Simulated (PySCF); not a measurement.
Computed shifts of a molecule C2H7NSi2, HF/pcSseg-1 (PySCF), GIAO, gas phase, atoms alike by connectivity averaged where their shifts nearly agree, in ppm (number of nuclei): ²⁹Si: -16.0 (1), -52.5 (1). ¹³C: 204.4 (1), 42.4 (1). ¹⁵N: 565.4 (1). ¹H: 9.50 (1), 5.30 (1), 5.21 (1), 4.11 (3), 3.66 (1). References: ²⁹Si against TMS (σ = 393.8 ppm); ¹³C against TMS (σ = 192.6 ppm); ¹⁵N against NH3 (σ = 267.3 ppm); ¹H against TMS (σ = 31.99 ppm), references at their B3LYP-D3(BJ)/def2-TZVP geometries, non-relativistic. Geometry: ωB97X-D3(BJ)/def2-SVP. The values are those of a single conformer.

Q: Which molecule gave these data?
A. C#C[SiH2]N[SiH3]
B. C=C1[SiH2]N[SiH2]1
C. N[SiH2]C#C[SiH3]
D. [SiH3][C@H]1N=C[SiH2]1

A: D, [SiH3][C@H]1N=C[SiH2]1
